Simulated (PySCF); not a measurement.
# What a mistake does to a calculation on C2H6Si

Calculated results; nothing here was measured. The program is PySCF 2.14.0, an open-source quantum chemistry code, run on an isolated molecule that a program drew, which may never have been made. The molecule is C2H6Si (charge 0, singlet), drawn as the SMILES string `CC[SiH]`.

Each row is a Hartree-Fock (HF) and frozen-core CCSD(T) single point in the cc-pV(D+d)Z basis, meant for a local HF minimum. Run 1 is clean. Each other run has one planted mistake out of seven kinds, and not every kind appears here: one electron removed, one electron added, multiplicity raised by two, geometry at a saddle point, minimal basis STO-3G, one bond length entered in bohr, all coordinates scaled. The reference is restricted for singlets and unrestricted otherwise, and also for a bond in bohr. Adding or removing an electron swaps singlet and doublet. Electrons count all cores. HOMO and LUMO are orbital energies over both spins, the gradient is its largest component, and the lowest frequency (negative if imaginary) is given only where the gradient is small. Bond lengths are over the 8 bonds as drawn. T1 is the CCSD diagnostic: over 0.02 (restricted) or 0.045 (unrestricted) a single reference is doubtful.

Geometry of the clean run:
```xyz
9
C2H6Si, angstrom
C     0.2356    1.5529    0.6976
C    -1.0177    0.6688    0.6856
Si   -1.9508    0.3333    2.3176
H     0.0192    2.5387    1.1135
H     1.0304    1.1082    1.3029
H     0.6368    1.6921   -0.3098
H    -1.8037    1.1518    0.0756
H    -0.8157   -0.2810    0.1792
H    -1.7444    1.7145    2.9207
```

| run | electrons | basis functions | <S^2> | HOMO (eV) | LUMO (eV) | gradient (hartree/bohr) | lowest frequency (cm^-1) | mean bond (Å) | longest bond (Å) | T1 | HF (hartree) | CCSD(T) (hartree) | mistake |
|---|---|---|---|---|---|---|---|---|---|---|---|---|---|
| 1 | 32 | 81 | 0.000 | -8.52 | 0.84 | 2.1e-05 | 165 | 1.3055 | 1.910 | 0.0106 | -368.10307 | -368.54401 | no fault |
| 2 | 32 | 81 | 2.004 | -7.77 | 0.55 | 3.3e-02 | - | 1.3055 | 1.910 | 0.0133 | -368.07967 | -368.49918 | multiplicity raised by two |
| 3 | 31 | 81 | 0.762 | -17.07 | -6.61 | 4.4e-02 | - | 1.3055 | 1.910 | 0.0152 | -367.82623 | -368.23582 | ? |
| 4 | 32 | 81 | 0.000 | -8.32 | 1.04 | 5.4e-02 | - | 1.2246 | 1.791 | 0.0103 | -368.07072 | -368.50378 | ? |

**Which mistake was planted in run 3, and what did it cost?**

It counts 31 electrons, one fewer than the clean run, at the same geometry and basis. So the mistake is: one electron removed. Subtracting run 1 and multiplying by 627.51 kcal/mol a hartree, the energy moved by 173.7 kcal/mol in HF and 193.4 kcal/mol in CCSD(T).

**Which mistake was planted in run 4, and what did it cost?**

The mean and the longest bond both change by the same factor, 0.938, and the gradient is no longer small. So the mistake is: all coordinates scaled. Subtracting run 1 and multiplying by 627.51 kcal/mol a hartree, the energy moved by 20.3 kcal/mol in HF and 25.2 kcal/mol in CCSD(T).

